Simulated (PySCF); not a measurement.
# Finite-field polarisability of Mg (magnesium, neutral)

[Ne] 3s2, closed-shell 1S. Computed with PySCF 2.14 in ANO-RCC-VTZP (5s4p2d1f, 34 functions), with the spin-free X2C one-electron Hamiltonian (Gaussian nucleus). Frozen: 1s2. Energy changes in a uniform field (μhartree):

```csv
axis,F (au),HF,MP2,CCSD,CCSD(T)
x,0.0016,-99.770,-89.827,-88.282,-87.765
x,0.0032,-399.031,-359.288,-353.113,-351.049
```

Task: Derive α along x at CCSD(T) from the two fields.

Result: With ΔE = −αF²/2 − γF⁴/24, α = −(16 ΔE(F) − ΔE(2F))/(6F²) = 68.57 bohr³.

Task: And the mean polarisability at each level?

Result: HF 77.95, MP2 70.18, CCSD 68.97, CCSD(T) 68.57 bohr³. Reference: 71.2 ± 0.4 bohr³ (recommended; Schwerdtfeger and Nagle, table of static dipole polarizabilities (2023 update)).

The basis has no added diffuse functions, which lowers α.
